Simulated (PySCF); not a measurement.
In(Me)2(OH)(OH2), C2H9InO2, singlet, PBE0/def2-SVP optimised geometry.

```
14

In    -1.40    -1.17     0.00
C     -1.85    -1.70    -2.04
H     -2.94    -1.70    -2.21
H     -1.46    -2.70    -2.29
H     -1.40    -0.95    -2.71
C     -1.97    -1.84     1.97
H     -2.21    -2.91     1.97
H     -2.84    -1.27     2.33
H     -1.13    -1.66     2.66
O     -0.60     0.77     0.00
H     -0.78     1.32     0.77
O      0.97    -1.17     0.00
H      0.72    -0.19     0.02
H      1.40    -1.32    -0.85
```

Density from PBE0/def2-TZVP, def2 effective core potentials past Kr (PySCF) at that geometry. The core electrons that the potentials of In replace are not part of the density.

Minimum of the electron density along straight lines between bonded atoms, close to the bond critical point (lines longer than 1.1 times the sum of covalent radii, or with two minima, are not listed):

```
bond     length / Å  ρ at the minimum / e bohr⁻³  ∇²ρ there / e bohr⁻⁵  position (fraction from the first atom)
-------  ----------  ---------------------------  --------------------  ---------------------------------------
In1–C2        2.153                        0.100                  0.15                                     0.52
C2–H3         1.100                        0.267                 -0.87                                     0.64
C2–H4         1.100                        0.267                 -0.87                                     0.64
C2–H5         1.099                        0.268                 -0.88                                     0.64
In1–C6        2.154                        0.100                  0.15                                     0.52
C6–H7         1.099                        0.268                 -0.88                                     0.64
C6–H8         1.100                        0.267                 -0.87                                     0.64
C6–H9         1.100                        0.268                 -0.88                                     0.64
In1–O10       2.102                          [?]                  0.36                                     0.51
O10–H11       0.962                        0.358                 -2.35                                     0.80
O12–H13       1.013                          [?]                   [?]                                     0.82
O12–H14       0.964                        0.358                 -2.42                                     0.81
```

Problem. Fill in the missing entries.

Solution. 
- In1–O10, ρ at the minimum / e bohr⁻³: 0.088
- O12–H13, ρ at the minimum / e bohr⁻³: 0.302
- O12–H13, ∇²ρ there / e bohr⁻⁵: -1.95
